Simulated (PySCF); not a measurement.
A structure optimised at PBE0-D3(BJ)/def2-SVP, used in a PySCF frequency run:

```xyz
12

C      1.9243    -0.0149     0.4724
N      0.7805    -0.5430    -0.2162
B     -0.5445    -0.0123    -0.1513
N     -0.8457     1.1503     0.6037
O     -1.5978    -0.6305    -0.7988
H      2.6473    -0.8081     0.7250
H      1.6106     0.4360     1.4270
H      2.4761     0.7619    -0.0943
H      0.9965    -1.2378    -0.9185
H     -1.7950     1.4887     0.6599
H     -0.1527     1.8048     0.9308
H     -1.3680    -1.5015    -1.1291
```
Charge 0, spin multiplicity 1.

Problem. Write its SMILES and formula.

Solution. CNB(N)O, CH7BN2O

Problem. What are its rotational constants (standard atomic weights)?

Solution. 8.6282, 3.6981, 2.6364 GHz
